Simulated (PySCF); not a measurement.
# Nb³⁺ (niobium, charge +3) across methods

[Kr] 4d2, high-spin 3F determinant. Calculation: PySCF 2.14, in aug-cc-pVTZ-DK (9s8p6d3f2g, 102 functions); the spin-free X2C one-electron Hamiltonian (Gaussian nucleus).

```json
{"method": "PBE", "E (hartree)": "-3817.13", "mean ε 4p α (eV)": "-65.178", "mean ε 4p β (eV)": "-63.729", "mean ε 4d α (eV)": "-31.697", "Σ⟨r²⟩ (bohr²)": "25.19", "⟨S²⟩": "2.001"}
{"method": "LDA", "E (hartree)": "-3812.89", "mean ε 4p α (eV)": "-65.297", "mean ε 4p β (eV)": "-63.955", "mean ε 4d α (eV)": "-31.576", "Σ⟨r²⟩ (bohr²)": "25.21", "⟨S²⟩": "2.000"}
{"method": "revPBE", "E (hartree)": "-3817.35", "mean ε 4p α (eV)": "-65.137", "mean ε 4p β (eV)": "-63.689", "mean ε 4d α (eV)": "-31.690", "Σ⟨r²⟩ (bohr²)": "25.17", "⟨S²⟩": "2.001"}
{"method": "PBE0", "E (hartree)": "-3817.22", "mean ε 4p α (eV)": "-68.017", "mean ε 4p β (eV)": "-66.063", "mean ε 4d α (eV)": "-33.345", "Σ⟨r²⟩ (bohr²)": "25.12", "⟨S²⟩": "2.001"}
{"method": "MN15", "E (hartree)": "-3820.08", "mean ε 4p α (eV)": "-68.543", "mean ε 4p β (eV)": "-67.116", "mean ε 4d α (eV)": "-33.842", "Σ⟨r²⟩ (bohr²)": "25.05", "⟨S²⟩": "2.000"}
{"method": "r2SCAN", "E (hartree)": "-3817.53", "mean ε 4p α (eV)": "-66.131", "mean ε 4p β (eV)": "-64.471", "mean ε 4d α (eV)": "-32.016", "Σ⟨r²⟩ (bohr²)": "25.11", "⟨S²⟩": "2.002"}
{"method": "UHF", "E (hartree)": "-3815.54203", "mean ε 4p α (eV)": "-75.334", "mean ε 4p β (eV)": "-71.654", "mean ε 4d α (eV)": "-37.489", "Σ⟨r²⟩ (bohr²)": "25.17", "⟨S²⟩": "2.005"}
{"method": "CAM-B3LYP", "E (hartree)": "-3817.75", "mean ε 4p α (eV)": "-69.402", "mean ε 4p β (eV)": "-67.550", "mean ε 4d α (eV)": "-34.715", "Σ⟨r²⟩ (bohr²)": "25.20", "⟨S²⟩": "2.001"}
```
